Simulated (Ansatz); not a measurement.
# Ligand exchange: GaH2F + InH2(SH) → GaH2(SH) + InH2F

Species: GaH2F `[F][GaH2]`, singlet; InH2(SH), singlet; GaH2(SH), singlet; InH2F `[F][InH2]`, singlet. The partners trade F for SH: Ga–F and In–SH bonds give way to Ga–SH and In–F.

Shapes, held fixed at every level: PBE0-D4/def2-TZVP. Programs: Ansatz 0.2.0. The zero-point and thermal change to 298 K, harmonic and unscaled (PBE0-D4/def2-TZVP), is +0.1 kJ/mol.

(1) Estimate ΔH(298 K) of this reaction.

Results:

(1) The highest level, CCSD(T)/def2-TZVPP, gives ΔH(298 K) = +24.2 kJ/mol; the levels span +18.8 to +27.4. The column of differences is taken from that level and isn't an error. No measured value is set beside it here. For atoms past krypton def2 sets carry core potentials with scalar relativity. Relativity is left out for Ga. Outer-core shells of Ga, In are correlated, in sets that cover them unevenly. Times are processor times on shared x86 and Arm servers, and rough.

```json
{"level": "HF/def2-TZVPP", "kind": "Hartree–Fock", "ΔH(298 K) (kJ/mol)": "+27.4", "less CCSD(T)/def2-TZVPP": "+3.2", "CPU time (sum over the molecules)": "–"}
{"level": "B3LYP-D4/def2-TZVPP", "kind": "global hybrid", "ΔH(298 K) (kJ/mol)": "+18.8", "less CCSD(T)/def2-TZVPP": "-5.4", "CPU time (sum over the molecules)": "15 s"}
{"level": "BHLYP-D4/def2-TZVPP", "kind": "global hybrid", "ΔH(298 K) (kJ/mol)": "+22.6", "less CCSD(T)/def2-TZVPP": "-1.6", "CPU time (sum over the molecules)": "14 s"}
{"level": "wB97M-V/def2-TZVPP", "kind": "range-separated hybrid", "ΔH(298 K) (kJ/mol)": "+20.9", "less CCSD(T)/def2-TZVPP": "-3.3", "CPU time (sum over the molecules)": "36 s"}
{"level": "wB97X-V/def2-TZVPP", "kind": "range-separated hybrid", "ΔH(298 K) (kJ/mol)": "+19.9", "less CCSD(T)/def2-TZVPP": "-4.3", "CPU time (sum over the molecules)": "27 s"}
{"level": "MP2/def2-SVP", "kind": "perturbation theory", "ΔH(298 K) (kJ/mol)": "+26.6", "less CCSD(T)/def2-TZVPP": "+2.4", "CPU time (sum over the molecules)": "–"}
{"level": "CCSD(T)/def2-TZVPP", "kind": "coupled cluster or CI", "ΔH(298 K) (kJ/mol)": "+24.2", "less CCSD(T)/def2-TZVPP": "0.0", "CPU time (sum over the molecules)": "62 s"}
```
